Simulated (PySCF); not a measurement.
PySCF 2.14 output of a UHF calculation on a single atom or ion in cc-pV(T+d)Z (5s4p3d1f, 39 functions), with the non-relativistic Hamiltonian (point nucleus):

```
SCF conv_tol = 1e-09
number electrons alpha = 9  beta = 8
cycle= 1 E= -526.276774983523  delta_E= -0.00645  |g|= 0.0364  |ddm|= 0.0588
cycle= 2 E= -526.277530211735  delta_E= -0.000755  |g|= 0.0133  |ddm|= 0.0222
cycle= 3 E= -526.277650481644  delta_E= -0.00012  |g|= 0.000728  |ddm|= 0.015
cycle= 4 E= -526.277650922973  delta_E= -4.41e-07  |g|= 0.000173  |ddm|= 0.00189
cycle= 5 E= -526.277650949975  delta_E= -2.7e-08  |g|= 3.6e-05  |ddm|= 0.000512
cycle= 6 E= -526.277650950982  delta_E= -1.01e-09  |g|= 8.49e-06  |ddm|= 0.000102
cycle= 7 E= -526.277650951043  delta_E= -6.06e-11  |g|= 7.82e-07  |ddm|= 2.71e-05
converged SCF energy = -526.277650951043  <S^2> = 0.75885324  2S+1 = 2.0088337
```

The run itself started from symmetry-adapted Hartree-Fock orbitals and held the occupation by maximum overlap, so the iterations belong to that start.

Problem. Which element, charge and spin multiplicity is this?

Solution. Ar⁺ (argon, charge +1), multiplicity 2; the state was [Ne] 3s2 3p5, 2P determinant.
